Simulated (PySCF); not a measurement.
## From a log to its input

A PySCF 2.14 run on the atoms Sn 0 0 0; Cl 0 0 2.178 (angstrom) printed this (some set-up lines and the per-cycle HOMO/LUMO lines with their warnings removed):

```
PySCF version 2.14.0

[INPUT] verbose = 4
[INPUT] num. atoms = 2
[INPUT] num. electrons = 66
[INPUT] charge = 1
[INPUT] spin (= nelec alpha-beta = 2S) = 0
[INPUT] symmetry False subgroup None
[INPUT] Mole.unit = angstrom

nuclear repulsion = 206.520031809917
number of shells = 20
number of NR pGTOs = 108
number of NR cGTOs = 44
basis = 3-21g
ecp = {}

******** <class 'pyscf.dft.rks.RKS'> ********
method = RKS
initial guess = minao
damping factor = 0
level_shift factor = 0
DIIS = <class 'pyscf.scf.diis.CDIIS'>
diis_start_cycle = 1
diis_space = 8
diis_damp = 0
SCF conv_tol = 1e-09
SCF conv_tol_grad = None
SCF max_cycles = 50
direct_scf = True
direct_scf_tol = 1e-13
XC library pyscf.dft.libxc version 7.0.0
    S. Lehtola, C. Steigemann, M. J.T. Oliveira, and M. A.L. Marques.,  SoftwareX 7, 1–5 (2018)
XC functionals = tpssh
    V. N. Staroverov, G. E. Scuseria, J. Tao, and J. P. Perdew.,  J. Chem. Phys. 119, 12129 (2003)
radial grids:
    Treutler-Ahlrichs [JCP 102, 346 (1995); DOI:10.1063/1.469408] (M4) radial grids

becke partition: Becke, JCP 88, 2547 (1988); DOI:10.1063/1.454033
pruning grids: <function nwchem_prune>
grids dens level: 3
symmetrized grids: False
atomic radii adjust function: <function treutler_atomic_radii_adjust>
small_rho_cutoff = 0
Set gradient conv threshold to 3.16228e-05
Initial guess from minao.
tot grids = 40840
init E= -6443.55095456655
cycle= 1 E= -6456.24799218622  delta_E= -12.7  |g|= 0.265  |ddm|= 1.66
cycle= 2 E= -6456.01057818739  delta_E= 0.237  |g|= 0.887  |ddm|=  1.6
cycle= 3 E= -6456.28503381469  delta_E= -0.274  |g|= 0.0343  |ddm|= 1.03
cycle= 4 E= -6456.28556614501  delta_E= -0.000532  |g|= 0.00398  |ddm|= 0.0758
cycle= 5 E= -6456.28557384288  delta_E= -7.7e-06  |g|= 0.000651  |ddm|= 0.0116
cycle= 6 E= -6456.28557399199  delta_E= -1.49e-07  |g|= 8.31e-05  |ddm|= 0.000952
cycle= 7 E= -6456.28557399539  delta_E= -3.4e-09  |g|= 2.59e-06  |ddm|= 0.000179
cycle= 8 E= -6456.28557399541  delta_E= -1.64e-11  |g|= 1.91e-07  |ddm|= 8.82e-06
Extra cycle  E= -6456.2855739954  delta_E= 9.09e-12  |g|= 1.32e-07  |ddm|= 6.89e-07
converged SCF energy = -6456.2855739954
**** SCF Summaries ****
Total Energy =                       -6456.285573995399318
Nuclear Repulsion Energy =             206.520031809917356
One-electron Energy =                -9301.628873622074025
Two-electron Energy =                 2638.823267816756925
Two-electron Coulomb Energy =         2827.780749115908293
DFT Exchange-Correlation Energy =     -188.957481299151340
**** MO energy ****
[22 lines left out]
MO #23  energy= -3.5505912752412   occ= 2
MO #24  energy= -1.3662607050275   occ= 2
MO #25  energy= -1.3606781643488   occ= 2
MO #26  energy= -1.36067779520095  occ= 2
MO #27  energy= -1.35807201622995  occ= 2
MO #28  energy= -1.35807201622994  occ= 2
MO #29  energy= -1.04776270149912  occ= 2
MO #30  energy= -0.67938885368244  occ= 2
MO #31  energy= -0.556577647611028 occ= 2
MO #32  energy= -0.556577647611017 occ= 2
MO #33  energy= -0.526288341878684 occ= 2
MO #34  energy= -0.346561056067135 occ= 0
MO #35  energy= -0.346561056067118 occ= 0
MO #36  energy= -0.229471396096011 occ= 0
[8 lines left out]
 ** Mulliken pop on meta-lowdin orthogonal AOs  **
 ** Mulliken pop  **
pop of  0 Sn 1s           2.00000
pop of  0 Sn 2s           1.99998
pop of  0 Sn 3s           1.99985
pop of  0 Sn 4s           1.99935
pop of  0 Sn 5s           1.91013
pop of  0 Sn 6s           0.01162
pop of  0 Sn 2px          1.99999
pop of  0 Sn 2py          1.99999
pop of  0 Sn 2pz          1.99999
pop of  0 Sn 3px          1.99984
pop of  0 Sn 3py          1.99984
pop of  0 Sn 3pz          1.99987
[32 lines left out]
 ** Mulliken atomic charges  **
charge of    0Sn =      1.08490
charge of    1Cl =     -0.08490

WARN: System has nonzero charge 1; the dipole moment is origin-dependent.
Location of origin: [0. 0. 0.]

Dipole moment(X, Y, Z, Debye):  0.00000, -0.00000, -0.46924
orbital energies (hartree): [-0.5566 -0.5566 -0.5263 -0.3466 -0.3466 -0.2295]
```

Task: Write the input that gave this log.

Result: The input was:

```python
from pyscf import gto, dft

mol = gto.M(
    atom='Sn 0 0 0; Cl 0 0 2.178',
    basis='3-21g',
    charge=1,
    spin=0,
    verbose=4,
)
mf = dft.RKS(mol, xc='tpssh')
mf.kernel()
mf.analyze()
print('orbital energies (hartree):', mf.mo_energy[..., max(0, mol.nelec[1]-3):mol.nelec[0]+3].round(4))
```

No relativity is included for the heavy element. The basis is very small, so the numbers show the basis as much as the system. Stability towards an unrestricted solution was not tested. The bond length is a typed value, not an optimised one. The dipole of an ion depends on the origin.
